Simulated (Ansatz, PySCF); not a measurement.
C3H6N, SMILES `C=C[N+]C` (triplet; the order of the spin states depends on the level; C–C–N–C torsion 180°) (charge 1, multiplicity 3). This triplet lies 0.26 eV above the relaxed singlet at the level B3LYP-D3(BJ)/def2-TZVP (PySCF); other levels give the other order.

Level of theory: PBE/cc-pVTZ // B3LYP-D3(BJ)/def2-TZVP (Ansatz, a first-principles code).

Ansatz 0.2 input:
```yaml
crystal:
  periodic: [false, false, false]
  atoms:
    - { symbol: C, position_ang: [1.907835, -0.176124, -0.607986] }
    - { symbol: C, position_ang: [0.733462, -0.492049, 0.072482] }
    - { symbol: N, position_ang: [-0.339982, 0.209374, 0.021903] }
    - { symbol: C, position_ang: [-1.670772, 0.456131, 0.384807] }
    - { symbol: H, position_ang: [1.970815, 0.704498, -1.231896] }
    - { symbol: H, position_ang: [2.76634, -0.823736, -0.508125] }
    - { symbol: H, position_ang: [0.681192, -1.388017, 0.703758] }
    - { symbol: H, position_ang: [-1.745683, 1.410319, 0.913459] }
    - { symbol: H, position_ang: [-2.309263, 0.453485, -0.502779] }
    - { symbol: H, position_ang: [-1.993941, -0.353876, 1.06056] }
basis:
  gaussian: { orbitals: cc-pVTZ }
hamiltonian:
  xc: pbe
total_charge: 1
magnetization:
  spin_polarized: true
  initial_magnetization: 2
```

Output:

```
Functional definition: PBE
1027 factors; their error is unknown
mean field evaluation 1: about -4670.7073 eV, gradient 5.3e1 eV
mean field evaluation 2: about -4659.8867 eV, gradient 6.8e1 eV
mean field evaluation 4: about -4683.6398 eV, gradient 7.2e0 eV
mean field evaluation 8: about -4683.8678 eV, gradient 2.4e-1 eV
mean field evaluation 16: about -4683.8465 eV, gradient 4.2e-4 eV
mean field -4683.84652179 eV, -172.1281848505 hartree, gradient 1.4e-5 eV, S^2 2.016170; 0 other end points of the search recorded, 0 dependent functions left out
reference -4683.84655988 eV, -172.1281862502 hartree; 16, 14 occupied and 188, 190 virtual orbitals, 1027 factors
Total energy: -4683.84655988 eV, -172.1281862502 hartree
```
